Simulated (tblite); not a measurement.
C6H4F2OS.
Numbering: `[CH:1]#[C:2][C@@H:3]1[CH2:4][C:5]([F:6])=[C:7]([F:8])[S@:9]1=[O:10]` (hydrogens: H11 on C1; H12 on C3; H13, H14 on C4)

Computed with GFN2-xTB (tblite), gas phase: Langevin dynamics at 600 K from the optimised GFN2-xTB geometry, time step 0.5 fs, friction 0.01 fs⁻¹, 2000 steps.

Start geometry:
```
atom  x, y, z in Å
C1      2.454    0.495   -1.192
C2      1.686    0.130   -0.349
C3      0.725   -0.281    0.639
C4     -0.377   -1.160    0.048
C5     -1.371   -0.218   -0.549
F6     -2.208   -0.691   -1.482
C7     -1.338    1.029   -0.102
F8     -2.121    2.044   -0.471
S9     -0.132    1.284    1.263
O10    -0.833    0.901    2.479
H11     3.143    0.800   -1.921
H12     1.215   -0.735    1.501
H13     0.012   -1.840   -0.714
H14    -0.855   -1.758    0.829
```

The statistics below take the 31 frames saved every 25 fs from 250 to 1000 fs; their kinetic temperature (all 3N coordinates) averages 581 K.

**Question.** How do the bond lengths spread?

**Answer.** 
```tsv
bond	start (Å)	mean (Å)	standard deviation (Å)	shortest (Å)	longest (Å)
C1≡C2	1.197	1.202	0.015	1.168	1.229
C2–C3	1.438	1.439	0.036	1.372	1.506
C3–C4	1.529	1.531	0.040	1.449	1.609
C4–C5	1.495	1.505	0.052	1.413	1.615
C5–F6	1.339	1.349	0.044	1.245	1.462
C5=C7	1.325	1.327	0.023	1.294	1.365
C7–F8	1.333	1.338	0.039	1.273	1.431
C7–S9	1.839	1.850	0.063	1.742	2.045
S9=O10	1.455	1.466	0.041	1.377	1.551
C3–S9	1.890	1.925	0.073	1.799	2.112
C1–H11	1.049	1.053	0.024	1.013	1.097
C3–H12	1.091	1.091	0.043	0.990	1.187
C4–H13	1.092	1.105	0.055	1.007	1.278
C4–H14	1.094	1.104	0.028	1.041	1.161
```

**Question.** How widely does the potential energy scatter, against a harmonic estimate?

**Answer.** Mean 0.92 eV above the start, standard deviation 0.179 eV, range 0.60 to 1.34 eV. For 36 classical harmonic modes at 600 K the canonical values are 36kT/2 = 0.93 eV and kT·√(36/2) = 0.219 eV.

The run is classical and short, so these are rough statistics of one trajectory.

The cost below is that of the whole dynamics run. Time: 16 s of wall time; peak memory 0.18 GiB. Hardware: Intel Xeon Platinum 8559C, one thread, shared host.
